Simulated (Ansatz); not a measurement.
(X3Sn)2Y: PBE0-D4/def2-TZVP single points in Ansatz on relaxed structures, gas phase. Core potentials for Sn, no spin–orbit coupling. Binding counts from free atoms in the multiplicity of their measured ground term, without zero-point energy. The structures are stationary points that may keep the symmetry of their start. Remarks come from the PBE and PBE0 runs and from stability tests at other levels; not every state was tested. HOMO above LUMO (over both spins in singlets and doublets, within one spin in higher multiplets; at PBE or PBE0), or a gap under 0.15 eV within one spin, warns that the state may not be the lowest or that an electron is smeared out.

| species | atoms | state | geometry | HOMO (eV) | LUMO (eV) | gap (eV) | vertical IE (eV) | vertical triplet (eV) | binding per atom (eV) | point group (within 0.1 Å) | remarks |
| --- | --- | --- | --- | --- | --- | --- | --- | --- | --- | --- | --- |
| (H3Sn)2Se (Sn2H6Se) | 9 | singlet | PBE0-D4/def2-SVP | -6.82 | -1.02 | 5.80 | 8.63 | 4.11 | 2.35 | – | – |
| (H3Sn)2O (Sn2OH6) | 9 | singlet | PBE0-D4/def2-SVP | -7.80 | -0.99 | 6.81 | 9.58 | 4.83 | 2.50 | – | – |
| (H3Sn)2S (Sn2H6S) | 9 | singlet | r2SCAN-D4/def2-SVP | -7.08 | -0.95 | 6.14 | 8.91 | 4.34 | 2.40 | C2 | – |
| (F3Sn)2NH (Sn2NF6H) | 10 | singlet | PBE0-D4/def2-SVP | -9.69 | -4.05 | 5.65 | 11.59 | 3.73 | 3.49 | – | gap within one spin near zero at PBE or PBE0 (+1 doublet) |
| (H3Sn)2NH (Sn2NH7) | 10 | singlet | r2SCAN-D4/def2-SVP | -6.86 | -0.73 | 6.13 | 8.60 | 4.15 | 2.49 | – | – |
| (H3Sn)2CH2 (CH8Sn2) | 11 | singlet | PBE0-D4/def2-SVP | -7.97 | -0.27 | 7.70 | 9.71 | 5.95 | 2.74 | – | – |

The gap (eV) runs from 5.65 ((F3Sn)2NH) to 7.70 ((H3Sn)2CH2). The vertical IE (eV) runs from 8.60 ((H3Sn)2NH) to 11.59 ((F3Sn)2NH). The vertical triplet (eV) runs from 3.73 ((F3Sn)2NH) to 5.95 ((H3Sn)2CH2).
